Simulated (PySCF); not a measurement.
BClO. Atoms are numbered in the order given.

```xyz
3

B      0.0000     0.0000    -0.6295
O      0.0000     0.0000    -1.8385
Cl     0.0000     0.0000     1.0503
```

Coordinates come from a r2SCAN-D4/def2-TZVP optimisation.

Method: PBE/def2-TZVPD in PySCF.

Gas-phase values at a fixed geometry.

Computed frontier levels, gap, dipole moment and polarisability:
```yaml
highest_occupied_level: -8.47 eV
lowest_empty_level: -1.32 eV
orbital_gap: 7.15 eV
dipole_moment: 2.67 D
quadrupole, principal values (traceless, Buckingham form, about the centre of nuclear charge): -5.20, 2.60, 2.60 D·Å
mean_static_polarisability: 30.4 bohr³ (4.50 Å³)
polarisability_principal_values: 24.4, 24.4, 42.4 bohr³
```
